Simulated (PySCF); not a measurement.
Te(SMe)(SiH3), CH6SSiTe, SMILES CS[Te][SiH3], singlet, PBE0/def2-SVP optimised geometry.

```
10

Te    -1.37    -1.56    -2.01
S     -0.38     0.07    -3.51
C     -1.69     1.31    -3.68
H     -2.59     0.89    -4.14
H     -1.28     2.09    -4.34
H     -1.95     1.77    -2.71
Si    -0.49    -0.35     0.00
H     -0.99     1.06     0.00
H      1.00    -0.35     0.00
H     -1.00    -1.06     1.21
```

Density from PBE0/def2-TZVP, def2 effective core potentials past Kr (PySCF) at that geometry. The core electrons that the potentials of Te replace are not part of the density.

Minimum of the electron density along straight lines between bonded atoms, close to the bond critical point (lines longer than 1.1 times the sum of covalent radii, or with two minima, are not listed):

| bond | length / Å | ρ at the minimum / e bohr⁻³ | ∇²ρ there / e bohr⁻⁵ | position (fraction from the first atom) |
|---|---|---|---|---|
| Te1–S2 | 2.426 | 0.092 | ___ | 0.49 |
| S2–C3 | 1.814 | 0.181 | ___ | 0.53 |
| C3–H4 | 1.098 | 0.276 | -0.94 | 0.65 |
| C3–H5 | 1.101 | 0.272 | -0.92 | 0.65 |
| C3–H6 | 1.099 | 0.275 | -0.94 | 0.65 |
| Te1–Si7 | 2.509 | 0.082 | -0.12 | 0.62 |
| Si7–H8 | 1.493 | 0.119 | 0.14 | 0.49 |
| Si7–H9 | 1.491 | 0.120 | 0.14 | 0.49 |
| Si7–H10 | 1.495 | 0.119 | ___ | 0.49 |

### Question
What belongs in the gaps?

### Answer

- Te1–S2, ∇²ρ there / e bohr⁻⁵: 0.01
- S2–C3, ∇²ρ there / e bohr⁻⁵: -0.30
- Si7–H10, ∇²ρ there / e bohr⁻⁵: 0.15
